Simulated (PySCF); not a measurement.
Mo(OH)2(H)4 (H₆MoO₂), SMILES [OH][MoH4][OH], multiplicity 1.

Geometry optimised at r2SCAN-D4/def2-SVP. The geometry has at least one imaginary mode, so it is a saddle point at that level. The spin state was assumed, not searched. The def2 effective core potentials stand for the cores of Mo; spin–orbit coupling is left out. Other conformers were not sampled.

All values below come from PBE0/def2-TZVPD run with PySCF.

Gas-phase values at a fixed geometry.

The total energy comes out as -222.14732 hartree and the point group is C2v. The highest occupied level is -7.80 eV, the lowest empty level is -2.36 eV and the orbital gap is 5.44 eV. The dipole moment is 0.52 D and the quadrupole, principal values (traceless, Buckingham form, about the centre of nuclear charge) is -7.22, -3.64, 10.85 D·Å. The mean static polarisability is 58.3 bohr³ (8.65 Å³) and the polarisability, principal values is 51.5, 52.7, 70.9 bohr³.
